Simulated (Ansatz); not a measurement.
C4H10O2Zn2, SMILES [CH3][Zn][O]CC[O][Zn][CH3].

The structure is a stationary point at B3LYP-D3(BJ)/def2-SVP. Other conformers were not sampled.

Two levels are set side by side: PBE/def2-SVPD (Ansatz, an electronic-structure program) and PBE0/def2-SVPD (Ansatz). Energy differences of separate SCF runs at the same geometry; the states with an electron removed or added have multiplicity 2 and 2. Differences are taken from unrounded values.

```
quantity                           PBE0   PBE  PBE minus PBE0
---------------------------------  ----  ----  --------------
vertical ionisation energy (eV)    8.47  8.15           -0.32
vertical singlet–triplet gap (eV)  5.13  4.49           -0.63
```
